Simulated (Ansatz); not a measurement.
Reaction (formal exchange of groups at a B–I bond): `CBI` + `N[Si]1(F)C=N1` → `CB[Si]1(N)C=N1` + `FI`

Computed with Ansatz on PBE0-D4/def2-TZVP structures; ΔE is electronic, products minus reactants. CCSD(T)/CBS is the MP2 limit (def2-TZVPP, def2-QZVPP) plus CCSD(T) − MP2 in def2-TZVPP, frozen cores. Functionals use def2-TZVPP. def2 core potentials past Kr. For I outer-core shells are correlated without core-valence functions, which leaves a few kJ/mol of doubt a bond. Each species was taken in one conformer, which may not be the lowest.

`CBI`:

```xyz
7

C    -0.647    0.340    0.186
B     0.636   -0.484   -0.063
I     2.093    0.093   -1.496
H    -0.749    1.248   -0.407
H    -1.517   -0.304    0.004
H    -0.706    0.597    1.251
H     0.889   -1.490    0.525
```

`N[Si]1(F)C=N1`:

```xyz
8

N    -0.633    0.794   -1.084
Si    0.374   -0.179   -0.159
F     1.421   -0.800   -1.173
C     0.090   -0.846    1.429
N     0.875    0.198    1.460
H    -1.375    1.347   -0.695
H    -0.508    0.912   -2.073
H    -0.243   -1.425    2.295
```

`CB[Si]1(N)C=N1`:

```xyz
13

C     1.856   -0.217    1.216
B     0.785   -0.903    0.323
Si   -0.773    0.008   -0.482
N    -1.032    1.640   -0.048
C    -1.532   -0.619   -1.982
N    -2.210   -0.985   -0.973
H     2.862   -0.618    1.066
H     1.885    0.873    1.180
H     1.589   -0.500    2.248
H     0.863   -2.079    0.103
H    -0.805    1.968    0.876
H    -1.747    2.201   -0.480
H    -1.741   -0.769   -3.045
```

`FI`:

```xyz
2

F     0.216   -0.849    0.374
I    -0.216    0.849   -0.374
```

```
             level  ΔE (kcal/mol)
               PBE           80.8
SCS-MP2/def2-TZVPP           96.4
     HF/def2-QZVPP          100.0
     MP2/CBS(def2)           98.3
```

Q: What does CCSD(T)/CBS give? (Best estimate.)

A: Computed: +92.0 kcal/mol. The listed levels differ from it by -11.2, 4.4, 8.0, 6.3 kcal/mol.

Largest T1 diagnostic among the species: 0.018.

From PBE to PBE0 (25 % exact exchange), in def2-TZVPP and without D4, ΔE moves by +7.7 kcal/mol. In def2-TZVPP, CCSD(T) changes the Hartree–Fock value by −8.0 kcal/mol (the triples alone add −1.8 kcal/mol) and MP2 by −1.8 kcal/mol.
